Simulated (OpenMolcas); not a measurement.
**Mn4+, Tc4+, Re4+: d³ down the group**

* Program: OpenMolcas 26.06
* Method: MS-CASPT2, IPEA 0.25 Eh, imaginary shift 0.1 Eh
* Basis: ANO-RCC-VTZP
* Scalar Hamiltonian: DKH2, point nucleus
* Spin-orbit coupling: state interaction with AMFI integrals over the reference wave functions, term energies averaged over their components

Active space for each ion: 3 electrons in 5 orbitals (d); closed shells correlated by CASPT2: Mn4+ 3s 3p; Tc4+ 4s 4p; Re4+ 5s 5p.

Computed levels in cm-1 above ⁴F_3/2:

| Level | Mn4+ | Tc4+ | Re4+ |
| --- | --- | --- | --- |
| ⁴F_5/2 | 374 | 1066 | 4920 |
| ⁴F_7/2 | 881 | 2380 | 9110 |
| ⁴F_9/2 | 1506 | 3840 | 12150 |
| ⁴P_1/2 | 17160 | 12300 | 14930 |
| ⁴P_5/2 | 17760 | 13980 | 21570 |
| ²G_7/2 | 18340 | 14020 | 19620 |
| ²G_9/2 | 18870 | 14940 | 31260 |
| ²P_1/2 | 23740 | 17520 | 24610 |
| ²D_5/2(1) | 25510 | 20550 | 29920 |
| weight of ⁴F in the lowest level (%) | 100 | 98 | 85 |

Mixed levels, with the weight of the term that names them: Re4+ ⁴F_9/2 (66 %), Re4+ ⁴P_1/2 (67 %), Re4+ ²G_9/2 (55 %), Re4+ ²P_1/2 (67 %).

Measured, with the error of the calculation in %. Measured levels: Mn4+ from Corliss and Sugar, J. Phys. Chem. Ref. Data 6, 1253 (1977); Re4+ from the list in Brasseur, Gamrath and Quinet, At. Data Nucl. Data Tables 157, 101636 (2024).

```tsv
Level	Mn4+	Re4+
⁴F_5/2	359 (+4.3)	4853 (+1.4)
⁴F_7/2	835 (+5.6)	8973 (+1.6)
⁴F_9/2	1412 (+6.7)	11914 (+2.0)
⁴P_1/2	16434 (+4.4)	14325 (+4.2)
⁴P_5/2	17049 (+4.2)	20922 (+3.1)
²G_7/2	17892 (+2.5)	19013 (+3.2)
²G_9/2	18399 (+2.6)	
²P_1/2	23082 (+2.9)	23669 (+4.0)
²D_5/2(1)	24630 (+3.6)	28739 (+4.1)
```

The fine-structure level ⁴F_9/2 changes by a factor of 8.07 from Mn4+ to Re4+.

Without spin-orbit coupling ⁴P lies 16670, 11120, 10850 cm-1 above ⁴F in that order; the difference to the level ⁴P_1/2, of either sign, comes from spin-orbit coupling, which also lowers the zero.

CASPT2 does not keep the components of a term degenerate, so their means are used; among the terms shown or strongly mixed into the levels shown the widest spread is 860 cm-1 (3d³ ⁴F, Mn4+). Terms from blocks run as CI alone lack orbitals of their own. The CASPT2 spread within a term exceeds the gap to the next term for 4d³ ²H and 4d³ ²D(1), so the order of their levels is uncertain (holds for Tc4+). Measured partners are found by configuration, term and J. A level has none where our copy of the source lacks it or the pairing is in doubt (some pairs that miss far off the trend of their configuration count as doubtful), and it then counts in no deviation. Levels of configurations outside the active space are missing.

A number in round brackets counts repeated terms of one configuration in the order of the reference energies.
